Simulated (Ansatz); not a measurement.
Input (CCSDT(Q)/def2-SVP; Ansatz, an electronic-structure program):

Ansatz 0.2 input:
```yaml
crystal:
  periodic: [false, false, false]
  atoms:
    - {symbol: Au, position_ang: [-0.00000000, -0.00000000, -0.39913160]}
    - {symbol: Cl, position_ang: [0.00000000, 0.00000000, 1.85478802]}
basis:
  gaussian:
    orbitals: def2-SVP
magnetization: {spin_polarized: false}
correlation: {method: ccsdt_q, electrons: outside_noble_gas}
```

Output:

```
Functional definition: HF
integrals: 0.03 GiB planned
858 factors; integrals over basis functions are off by at most 9.3e-8 eV
mean field: 0.16 GiB planned
mean field evaluation 1: about -16167.0365 eV, gradient 1.6e1 eV
mean field evaluation 2: about -16167.2403 eV, gradient 1.6e1 eV
mean field evaluation 4: about -16167.8989 eV, gradient 1.6e0 eV
mean field evaluation 8: about -16167.9324 eV, gradient 3.0e-1 eV
mean field evaluation 16: about -16167.0365 eV, gradient 1.6e1 eV
mean field evaluation 32: about -16159.2267 eV, gradient 9.5e-1 eV
mean field -16167.93440253 eV, -594.1606302735 hartree, gradient 5.0e-6 eV, S^2 0.000000; 0 other end points of the search recorded, 0 dependent functions left out
9 core orbitals not correlated
reference -16167.93440253 eV, -594.1606302735 hartree; 9, 9 occupied and 32, 32 virtual orbitals, 858 factors
second order -10.66080213 eV of doubles, -0.00000000 eV of singles
coupled cluster: 0.43 GiB planned
cycle   1  -10.36657162 eV  change    2.9e-1 eV  update   1.1e-1
cycle   2  -10.74299632 eV  change   -3.8e-1 eV  update   5.5e-2
cycle   3  -10.97471202 eV  change   -2.3e-1 eV  update   3.7e-2
cycle   4  -10.96876086 eV  change    6.0e-3 eV  update   1.7e-2
cycle   5  -10.92916113 eV  change    4.0e-2 eV  update   9.0e-3
cycle   6  -10.93374022 eV  change   -4.6e-3 eV  update   4.1e-3
cycle   7  -10.93881690 eV  change   -5.1e-3 eV  update   1.9e-3
cycle   8  -10.93969360 eV  change   -8.8e-4 eV  update   9.8e-4
cycle   9  -10.93897224 eV  change    7.2e-4 eV  update   5.0e-4
cycle  10  -10.93917791 eV  change   -2.1e-4 eV  update   2.2e-4
cycle  11  -10.93886771 eV  change    3.1e-4 eV  update   1.1e-4
cycle  12  -10.93883314 eV  change    3.5e-5 eV  update   5.8e-5
cycle  13  -10.93887823 eV  change   -4.5e-5 eV  update   2.2e-5
cycle  14  -10.93888565 eV  change   -7.4e-6 eV  update   1.0e-5
cycle  15  -10.93888049 eV  change    5.2e-6 eV  update   5.5e-6
cycle  16  -10.93888492 eV  change   -4.4e-6 eV  update   3.0e-6
cycle  17  -10.93888678 eV  change   -1.9e-6 eV  update   1.9e-6
cycle  18  -10.93888739 eV  change   -6.1e-7 eV  update   8.5e-7
coupled cluster: 0.43 GiB planned
perturbative correction -0.01633243 eV, -0.0006002055 hartree
Total energy: -16178.88962235 eV, -594.5632271760 hartree
```
